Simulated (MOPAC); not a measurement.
Job for MOPAC: PM7 on H2O2W (SMILES [OH][W][OH]), 2S+1 = 3, a spin state set in the input, which need not be the lowest.

```
PM7 1SCF PRECISE CHARGE=0 UHF MS=1 THREADS=1
H2O2W

W     -0.01043425 1     0.00584199 1    -0.01109938 1
O      1.32374643 1     0.25706123 1    -1.24377703 1
H      2.01836063 1     0.38795296 1    -1.88620818 1
O     -1.34495282 1    -0.24521774 1     1.22124351 1
H     -2.04039114 1    -0.37589188 1     1.86282686 1
```

Program output:

```
*******************************************************************************
 **                                                                           **
 **                              MOPAC v23.2.5                                **
 **                                                                           **
 *******************************************************************************
 ** MOPAC's Digital Object Identifier: https://doi.org/10.5281/zenodo.6511958 **
 **                                                                           **
 ** Please cite the open-source release paper for use of this MOPAC version:  **
 ** J. E. Moussa and J. J. P. Stewart (2026)                                  **
 ** MOPAC: An open-source semiempirical molecular orbital program             **
 ** J. Open Source Softw., 11(119), 8025, https://doi.org/10.21105/joss.08025 **
 *******************************************************************************

                              PM7 CALCULATION RESULTS

 *******************************************************************************
 *  PM7        - The PM7 Hamiltonian to be used
 *  UHF        - UNRESTRICTED HARTREE-FOCK CALCULATION
 *
 *
 *
 *                 CHARGE ON SYSTEM = 0
 *
 *
 *
 *  MS=        - IN MECI, MAGNETIC COMPONENT OF SPIN =  1.0
 *  PRECISE    - TIGHTER CRITERIA TO BE USED
 *  1SCF       - DO 1 SCF AND THEN STOP
 *  THREADS=1  - MULTI-THREADING NOT USED
 *  T=         - A TIME OF 172800.0 SECONDS REQUESTED
 *  DUMP=N     - RESTART FILE WRITTEN EVERY 7200.0 SECONDS REQUESTED
 *******************************************************************************
PM7 1SCF PRECISE CHARGE=0 UHF MS=1 THREADS=1
 H2O2W

   ATOM   CHEMICAL          X               Y               Z
  NUMBER   SYMBOL      (ANGSTROMS)     (ANGSTROMS)     (ANGSTROMS)

     1       W         -0.01043425  *   0.00584199  *  -0.01109938  *
     2       O          1.32374643  *   0.25706123  *  -1.24377703  *
     3       H          2.01836063  *   0.38795296  *  -1.88620818  *
     4       O         -1.34495282  *  -0.24521774  *   1.22124351  *
     5       H         -2.04039114  *  -0.37589188  *   1.86282686  *



          CARTESIAN COORDINATES

    NO.       ATOM           X           Y           Z

     1         W         -0.0104      0.0058     -0.0111
     2         O          1.3237      0.2571     -1.2438
     3         H          2.0184      0.3880     -1.8862
     4         O         -1.3450     -0.2452      1.2212
     5         H         -2.0404     -0.3759      1.8628

 General Reference for PM7:
 "Optimization of Parameters for Semiempirical Methods VI: More Modifications to the
 NDDO Approximations and Re-optimization of Parameters", J. J. P. Stewart, J. Mol. Mod., 1:32, 19 (2013)
 https://link.springer.com/article/10.1007/s00894-012-1667-x

           Empirical Formula: H2 O2 W  =     5 atoms



      MOLECULAR POINT GROUP   :   D*h


          UHF CALCULATION, NO. OF ALPHA ELECTRONS =   11
                           NO. OF BETA  ELECTRONS =    9

 -------------------------------------------------------------------------------
 PM7 1SCF PRECISE CHARGE=0 UHF MS=1 THREADS=1
 H2O2W



     1SCF WAS SPECIFIED, SO BFGS WAS NOT USED
     SCF FIELD WAS ACHIEVED


                              PM7 CALCULATION
                                                       MOPAC v23.2.5 Linux




          FINAL HEAT OF FORMATION =         38.02472 KCAL/MOL =     159.09542 KJ/MOL


          COSMO AREA              =        100.51 SQUARE ANGSTROMS
          COSMO VOLUME            =         87.02 CUBIC ANGSTROMS

          IONIZATION POTENTIAL    =          6.454850 EV
          ALPHA SOMO LUMO (EV)    =         -6.455  2.232
          BETA  SOMO LUMO (EV)    =         -6.719  2.317
          NO. OF ALPHA ELECTRONS  =         11
          NO. OF BETA  ELECTRONS  =          9
          MOLECULAR WEIGHT        =        217.8646         POINT GROUP:  D*h

          MOLECULAR DIMENSIONS (Angstroms)

            Atom       Atom       Distance
            H     5    H     3     5.57783
            W     1    H     3     0.00085
            H     3    O     2     0.00005


          SCF CALCULATIONS        =          1





   ATOM   CHEMICAL          X               Y               Z
  NUMBER   SYMBOL      (ANGSTROMS)     (ANGSTROMS)     (ANGSTROMS)

     1       W         -0.01043425  *   0.00584199  *  -0.01109938  *
     2       O          1.32374643  *   0.25706123  *  -1.24377703  *
     3       H          2.01836063  *   0.38795296  *  -1.88620818  *
     4       O         -1.34495282  *  -0.24521774  *   1.22124351  *
     5       H         -2.04039114  *  -0.37589188  *   1.86282686  *

                             CARTESIAN COORDINATES

   1    W       -0.010434250     0.005841990    -0.011099380
   2    O        1.323746430     0.257061230    -1.243777030
   3    H        2.018360630     0.387952960    -1.886208180
   4    O       -1.344952820    -0.245217740     1.221243510
   5    H       -2.040391140    -0.375891880     1.862826860


           Empirical Formula: H2 O2 W  =     5 atoms



      MOLECULAR POINT GROUP   :   D*h


          ALPHA EIGENVALUES
 -29.60764 -29.22023 -22.02609 -18.96084 -14.89807 -14.89114 -13.92477 -13.91786
  -8.63337  -8.08567  -6.45485   2.23172   2.35557   3.34504   3.36959   3.92701
   4.10263   6.78333  10.16235


           BETA EIGENVALUES
 -29.79538 -29.48337 -21.72225 -18.85409 -14.95763 -14.95577 -14.06140 -14.05615
  -6.71945   2.31676   2.86954   3.02453   3.11855   4.76859   5.44342   5.46026
   5.61940   7.33234  11.81988


              NET ATOMIC CHARGES AND DIPOLE CONTRIBUTIONS

  ATOM NO.   TYPE          CHARGE      No. of ELECS.   s-Pop       p-Pop       d-Pop
    1          W           0.800756        5.1992     0.64672     0.49369     4.05883
    2          O          -0.763289        6.7633     1.63549     5.12780
    3          H           0.362910        0.6371     0.63709
    4          O          -0.763284        6.7633     1.63549     5.12780
    5          H           0.362906        0.6371     0.63709
 DIPOLE           X         Y         Z       TOTAL
 POINT-CHG.    -0.001     0.000    -0.001     0.001
 HYBRID        -0.001     0.000    -0.001     0.001
 SUM           -0.001     0.000    -0.002     0.002


          ATOMIC ORBITAL ELECTRON POPULATIONS

     Atom    s        px        py        pz      x^2-y^2     xz        z^2       yz        xy
    1  W   0.64672   0.20392   0.10098   0.18879   1.13684   0.92949   0.58798   0.75106   0.65346
    2  O   1.63549   1.63069   1.83930   1.65780
    3  H   0.63709
    4  O   1.63549   1.63032   1.83931   1.65817
    5  H   0.63709


                    (SZ)    =    1.000000
                    (S**2)  =    2.216159


          ATOMIC ORBITAL SPIN POPULATIONS

    Atom   Total    s     px     py     pz   x^2-y^2  xz     z^2    yz     xy
         Atomic
    1  W  1.8538  0.423  0.015  0.020  0.015  0.186  0.233  0.108  0.413  0.442
    2  O -0.0961 -0.016 -0.031 -0.017 -0.032
    3  H  0.1692  0.169
    4  O -0.0961 -0.016 -0.031 -0.017 -0.032
    5  H  0.1692  0.169

 **********************
 *                    *
 * JOB ENDED NORMALLY *
 *                    *
 **********************




 == MOPAC DONE ==
```

The run finished. Its determinant has ⟨S²⟩ = 2.22, a mixture of spin states.

Cost: around 0.07 core-seconds (rough).
